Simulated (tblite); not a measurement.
Task: Write Cartesian coordinates for InChI=1S/C6H9F2/c1-5(4-7)3-6(2)8/h3H,4H2,1-2H3/b5-3+ as optimised with GFN2-xTB. (Doublet state.)

Result: 
```xyz
17
C6H9F2 angstrom
C      2.837   -0.398    0.146
C      1.464    0.156    0.240
F      1.427    1.397    0.794
C      0.308   -0.458   -0.169
C     -0.986    0.020   -0.104
C     -1.362    1.355    0.448
C     -2.128   -0.806   -0.607
F     -1.739   -2.031   -1.085
H      3.465    0.246   -0.473
H      2.815   -1.394   -0.284
H      3.296   -0.444    1.135
H      0.446   -1.442   -0.593
H     -1.056    1.441    1.491
H     -2.436    1.513    0.383
H     -0.856    2.154   -0.094
H     -2.855   -0.999    0.196
H     -2.646   -0.297   -1.433
```

Any rigid rotation of these coordinates is as good. Atoms count from 1 in this order. Of the pairs four or more bonds apart, F8···H12 is among the closest relative to their van der Waals radii: 2.32 Å, 87 % of the sum of Bondi's values. The 5 C–C bonds span 1.372 Å (C2–C4, drawn single in one of several resonance forms) to 1.496 Å (C5–C7, drawn single), a spread of 0.124 Å. C2 (carbon bonded to 2 C and F) is planar (angles 126.4°, 120.5° and 113.1°, sum 360.0°, 0.00 Å off the plane of its three neighbours). C4 (carbon bonded to 2 C and H) is planar (angles 128.4°, 117.0° and 114.6°, sum 360.0°, 0.00 Å off the plane of its three neighbours).

Bonds between heavy atoms (Å): C1–C2 1.483, C2–F3 1.359, C2–C4 1.372, C4=C5 1.381, C5–C6 1.492, C5–C7 1.496, C7–F8 1.372.

Computed geometry: GFN2-xTB, gas phase. This method treats the open shell by occupation alone, without spin polarisation.

Point group: Cs (every atom within 0.08 Å of its image). Its GFN2-xTB frequencies are all real (lowest 51 cm⁻¹). Torsions: C1–C2–C4–C5 180°, C4–C5–C7–F8 1°. 3 starts were optimised and ended at 0.00, 0.60 and 0.63 kcal/mol (GFN2-xTB); the lowest of these is shown.

Hardware: Arm Neoverse V2, one thread, on a shared host. Cost: 0.91 s wall. This is the geometry optimisation.

One conformer stands for the species.
